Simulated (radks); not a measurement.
Values are calculated unless marked as measured or tabulated.
Task: These are the eigenvalues of the occupied orbitals of an atom or ion with whole-number occupations (eV). Code: a radial shooting solver on a logarithmic mesh with Libxc functionals. Model: Dirac Kohn-Sham, PBE, spin-unpolarised, spherical densities, finite nucleus; Fermi nuclear charge, rms radius of each element as measured or else 0.836 A^(1/3) + 0.57 fm.

| orbital | eigenvalue |
|---|---|
| 1s1/2 | -34730.74 |
| 2s1/2 | -6823.737 |
| 2p1/2 | -6524.721 |
| 2p3/2 | -6221.568 |
| 3s1/2 | -2492.714 |
| 3p1/2 | -2379.915 |
| 3p3/2 | -2309.147 |
| 3d3/2 | -2136.135 |

Which element is it, and in what charge state? The configuration may be excited. Open shells, if any, fill j = l - 1/2 first.

Result: Z = 53, iodine, charge +34: I34+ in [Ar] 3d1. The list shows which subshells hold electrons but not how many an open one holds; the 1s level, -1276.3 hartree, gives Z - s = 50.5 by -(Z - s)^2/2, which with screening and relativity narrows Z to a few neighbours, and the depths of the outer levels then fix element, charge and occupations together.
